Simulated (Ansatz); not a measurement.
Harmonic frequencies (cm⁻¹) at PBE0-D4/def2-TZVP from Ansatz: 121, 342, 349, 432, 439, 622, 832, 1926, 3881.

Each molecule was computed in one conformer, which needn't be the lowest.

**Question.** Which molecule is it?
A. `[SH][InH2]`
B. `[OH][InH][Cl]`
C. `[F][In]([F])[SH]`
D. `[F][In]([SH])[SH]`

**Answer.** B.
